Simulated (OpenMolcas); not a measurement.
Cu6+, Ag6+, Au6+: d⁵ down the group

* Program: OpenMolcas 26.06
* Method: RASSCF
* Basis: ANO-RCC-VQZP
* Scalar Hamiltonian: DKH2, point nucleus
* Spin-orbit coupling: state interaction with AMFI integrals over the reference wave functions, term energies averaged over their components

Active space for each ion: 11 electrons in 8 orbitals (RAS1 p, at most 2 holes; RAS2 d).

Computed levels in cm-1 above ⁶S_5/2:

| Level | Cu6+ | Ag6+ | Au6+ |
| --- | --- | --- | --- |
| ⁴G_7/2 | 52798 | 36371 | 31400 |
| ⁴G_11/2 | 52837 | 36674 | 33604 |
| ⁴G_9/2 | 52879 | 36875 | 35277 |
| ⁴P_1/2 | 54934 | 38350 | 36081 |
| ⁴D_7/2 | 62626 | 42869 | 42531 |
| ⁴D_1/2 | 62899 | 44359 | 48424 |
| ²I_11/2 | 77069 | 52984 | 49804 |
| ²I_13/2 | 77414 | 54625 | 55269 |
| ⁴F_3/2 | 84003 | 60466 | 51497 |
| weight of ⁶S in the lowest level (%) | 100 | 98 | 79 |

Mixed levels, with the weight of the term that names them: Ag6+ ⁴F_3/2 (65 %), Au6+ ⁴G_7/2 (57 %), Au6+ ⁴G_11/2 (73 %), Au6+ ⁴P_1/2 (68 %), Au6+ ⁴D_7/2 (57 %), Au6+ ⁴D_1/2 (75 %), Au6+ ²I_11/2 (68 %), Au6+ ⁴F_3/2 (52 %).

Measured, with the error of the calculation in %. Measured levels: Cu6+, Ag6+ from the list in Gamrath, thesis, University of Mons (2023).

```json
{"Level": "⁴G_7/2", "Cu6+": "", "Ag6+": "30378 (+19.7)"}
{"Level": "⁴G_11/2", "Cu6+": "", "Ag6+": "30662 (+19.6)"}
{"Level": "⁴G_9/2", "Cu6+": "", "Ag6+": "30907 (+19.3)"}
{"Level": "⁴P_1/2", "Cu6+": "51407 (+6.9)", "Ag6+": "34605 (+10.8)"}
{"Level": "⁴D_7/2", "Cu6+": "55742 (+12.3)", "Ag6+": "36485 (+17.5)"}
{"Level": "⁴D_1/2", "Cu6+": "56210 (+11.9)", "Ag6+": "38685 (+14.7)"}
{"Level": "²I_11/2", "Cu6+": "67757 (+13.7)", "Ag6+": "44011 (+20.4)"}
{"Level": "²I_13/2", "Cu6+": "67918 (+14.0)", "Ag6+": "45546 (+19.9)"}
{"Level": "⁴F_3/2", "Cu6+": "76886 (+9.3)", "Ag6+": "53796 (+12.4)"}
```

Without spin-orbit coupling ⁴G lies 52825, 36604, 32820 cm-1 above ⁶S in that order; the difference to the level ⁴G_7/2, of either sign, comes from spin-orbit coupling, which also lowers the zero.

Without dynamic correlation excited terms often stand tens of per cent too high (terms of higher spin than the ground term too low), and those without a measured partner can miss by more than the paired ones. Active for correlation alone: 3p; no level in the range computed is led by a configuration that opens it, so any true level of that kind is missing (holds for Cu6+). Some levels mix across a computed gap that differs much from the measured one, so their mixing is not that of the real levels (holds for Ag6+). Active for correlation alone: 4p; no level in the range computed is led by a configuration that opens it, so any true level of that kind is missing (holds for Ag6+). Active for correlation alone: 5p; no level in the range computed is led by a configuration that opens it, so any true level of that kind is missing (holds for Au6+). Computed and measured levels are paired by configuration, term and J; levels that our copy of the source lacks, or whose pairing is in doubt (as where it misses far off the trend of its configuration), stay unpaired and out of the deviations. Levels of configurations outside the active space are missing.
